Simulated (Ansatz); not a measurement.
Z-matrix (Å, degrees):
```
Si
C 1 1.762
N 1 1.772 2 42.8
N 1 1.694 2 124.3 3 103.2
H 1 1.473 2 124.1 3 -97.4
H 2 1.094 1 163.8 3 -172.5
H 4 1.006 1 123.2 2 -16.4
H 4 1.006 1 121.4 2 -177.2
```

Total charge 0; spin multiplicity 1.

**Question.** List the B3LYP/def2-TZVPP orbital energies in eV (Ansatz). (An estimate is asked.)

**Answer.** Computed: Occupied: -1799.45, -389.50, -389.33, -277.84, -143.91, -99.25, -99.23, -99.23, -25.13, -23.59, -15.34, -14.54, -14.05, -11.91, -10.99, -10.01, -9.12, -8.28, -5.92. Lowest empty: -0.82, 0.39, 0.56, 1.49, 1.98, 2.18, 2.75, 3.80.

B3LYP here is the variant with VWN-RPA as its local correlation; programs differ in this.
